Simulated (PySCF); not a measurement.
Molfile (atoms numbered from 1):
```
C3H14OSi3
     RDKit          3D

 21 20  0  0  0  0  0  0  0  0999 V2000
   -1.7629   -1.6854   -0.4146 C   0  0  0  0  0  0  0  0  0  0  0  0
   -1.6777   -0.2054   -0.0860 C   0  0  0  0  0  0  0  0  0  0  0  0
   -2.2259    0.1228    1.2878 C   0  0  0  0  0  0  0  0  0  0  0  0
   -0.3252    0.2232   -0.1223 O   0  0  0  0  0  0  0  0  0  0  0  0
    0.5143    0.7087   -1.4845 Si  0  0  0  0  0  4  0  0  0  0  0  0
    2.5970    1.2740   -0.5744 Si  0  0  0  0  0  4  0  0  0  0  0  0
    2.6458    0.1340    1.4763 Si  0  0  0  0  0  4  0  0  0  0  0  0
   -2.8058   -2.0360   -0.3895 H   0  0  0  0  0  0  0  0  0  0  0  0
   -1.1808   -2.2672    0.3169 H   0  0  0  0  0  0  0  0  0  0  0  0
   -1.3580   -1.8935   -1.4165 H   0  0  0  0  0  0  0  0  0  0  0  0
   -2.2578    0.3614   -0.8427 H   0  0  0  0  0  0  0  0  0  0  0  0
   -3.2871   -0.1562    1.3662 H   0  0  0  0  0  0  0  0  0  0  0  0
   -2.1286    1.1988    1.4913 H   0  0  0  0  0  0  0  0  0  0  0  0
   -1.6606   -0.4237    2.0586 H   0  0  0  0  0  0  0  0  0  0  0  0
   -0.2052    1.8348   -2.1643 H   0  0  0  0  0  0  0  0  0  0  0  0
    0.6408   -0.4022   -2.4850 H   0  0  0  0  0  0  0  0  0  0  0  0
    2.7206    2.7502   -0.3553 H   0  0  0  0  0  0  0  0  0  0  0  0
    3.7176    0.8377   -1.4668 H   0  0  0  0  0  0  0  0  0  0  0  0
    3.9867    0.2608    2.1296 H   0  0  0  0  0  0  0  0  0  0  0  0
    2.3675   -1.3165    1.2473 H   0  0  0  0  0  0  0  0  0  0  0  0
    1.6111    0.7008    2.3911 H   0  0  0  0  0  0  0  0  0  0  0  0
  1  2  1  0
  2  3  1  0
  2  4  1  0
  4  5  1  0
  5  6  1  0
  6  7  1  0
  1  8  1  0
  1  9  1  0
  1 10  1  0
  2 11  1  0
  3 12  1  0
  3 13  1  0
  3 14  1  0
  5 15  1  0
  5 16  1  0
  6 17  1  0
  6 18  1  0
  7 19  1  0
  7 20  1  0
  7 21  1  0
M  END
```

PySCF calculation with geometry: PBE0-D3(BJ)/def2-SVP and σ from GIAO-KT3/pcSseg-1; fast rotation and ring inversion assumed for equivalent nuclei, a single conformation, in vacuum, relativity neglected.

Shifts are taken against calculated references (same method and geometry level): $^{13}$C (σref 182.31) and $^{1}$H (σref 31.32) and $^{29}$Si (σref 365.51) vs TMS; H2O for $^{17}$O (σref 329.03).

```csv
atoms,nucleus,count,δ (ppm)
O4,$^{17}$O,1,?
C1/C3,$^{13}$C,2,24.9
H15/H16,$^{1}$H,2,5.23
H8/H9/H10/H12/H13/H14,$^{1}$H,6,1.17
Si6,$^{29}$Si,1,-107.8
Si5,$^{29}$Si,1,?
H19/H20/H21,$^{1}$H,3,3.54
C2,$^{13}$C,1,72.6
Si7,$^{29}$Si,1,-100.2
H11,$^{1}$H,1,3.75
H17/H18,$^{1}$H,2,?
```

**Question.** Fill in the missing shifts.

**Answer.** 
- H17/H18: 3.31 ppm, hydrogen on a silicon bonded to 2 Si
- O4: 58.4 ppm, oxygen bonded to C, Si
- Si5: -23.1 ppm, silicon bonded to O, Si, 2 H

Shifts are as computed, not scaled to solution data. Of 1309 compounds with measured shifts, 239 miss one by over three times the rms of a fit or turn the order of signals round; such compounds aren't used in these exercises. Experimental scales use liquid or dissolved standards, which lie at an offset from isolated H2O (liquid H2O: subtract about 36 ppm).
